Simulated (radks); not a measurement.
The cobalt ion Co24+, [He] 2s1. All-electron calculation, non-relativistic Kohn-Sham, PBE, spin-polarised, spherical densities, point nucleus. Program: a radial shooting solver on a logarithmic mesh with Libxc functionals. Every spin shell is full or empty, so the densities are truly spherical. Functionals are evaluated on that one density, not self-consistently. Rank these orbital-free kinetic functionals by their error against the exact value of the orbitals, and give that value: Thomas-Fermi, von Weizsacker, TF + vW, TF + vW/9, LC94, APBEK, revAPBEK, Perdew 92, Thakkar, Pearson, PG1, Ernzerhof.

Answer. Exact: 792.599 hartree. From best to worst, with 100 (|E| - |E exact|)/|E exact| (equal figures are ties): APBEK +0.09, LC94 +0.14, Thakkar +0.32, TF + vW/9 +0.33, Perdew 92 +0.35, revAPBEK +0.90, Ernzerhof +3.15, Pearson -4.09, von Weizsacker -7.41, Thomas-Fermi -9.95, PG1 +47.33, TF + vW +82.63.
